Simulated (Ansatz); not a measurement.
MoS₂Cl₂, relaxed as a singlet with RKS B3LYP-D4/def2-SVP in Ansatz, starting from the GFN2-xTB geometry. Force threshold 0.02 eV/Å.

In the def2 sets Mo takes a core potential; there is no spin–orbit coupling. The restricted singlet is unstable towards broken spin symmetry in Hartree–Fock (as tested in another run); at B3LYP-D4/def2-SVP this wasn't settled.

Start:

Cartesian coordinates in Å:
```
Mo -0.010 0.027 -0.010
S 1.645 -1.152 -0.718
S -0.989 -1.113 1.529
Cl -1.386 0.373 -1.633
Cl 0.740 1.865 0.832
```

```tsv
step	energy (eV)	largest force component (eV/Å)	SCF passes
1	-48564.8512	3.115	31
2	-48565.1056	0.550	36
3	-48565.1128	0.080	36
4	-48565.1141	0.011	37
```

Force components are those of the run's own axes.

End:

```xyz
5

Mo    0.001   -0.004    0.001
S     1.622   -1.149   -0.702
S    -0.969   -1.109    1.508
Cl   -1.446    0.344   -1.702
Cl    0.792    1.918    0.894
```

By distances, no bond broke or formed. The bond that changes most is Mo1–Cl4, from 2.16 to 2.26 Å (atoms count from 1).

No frequencies were taken in this run, so the end may be a saddle point.

Run time 3.8 s (4 threads of AMD EPYC 9B45 on a shared host).
